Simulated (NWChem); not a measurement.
**Ionisation of H₄ClNOSi₂**

```
N
H 1 1.0122
Si 1 1.7381 2 134.15
O 3 1.6878 1 88.29 2 -174.54
Si 4 1.7041 3 94.09 1 0.72
H 3 1.4778 4 114.29 5 121.87
H 5 1.4874 4 112.60 3 -117.91
H 5 1.4879 7 109.34 4 127.17
Cl 3 2.0712 6 105.97 4 -125.52
```
Charge 0, spin multiplicity 1.

The numbers come from NWChem runs, not from measurements. All single points use one geometry, from B3LYP/def2-SVP, a minimum by its harmonic frequencies. It is one conformer; others weren't searched.

Basis set: def2-TZVP. −ε marks an orbital energy of the parent.

The structure started from a generated list of species.

Question: Order these methods by the first vertical ionisation energy they give, lowest first: −ε(HOMO) of PBE, −ε(HOMO) of HF, G0W0@BHandHLYP, G0W0@PBE, G0W0@PBE0.

Answer: −ε(HOMO) of PBE (6.62 eV), G0W0@PBE (9.58 eV), G0W0@PBE0 (10.01 eV), G0W0@BHandHLYP (10.29 eV), −ε(HOMO) of HF (11.40 eV)
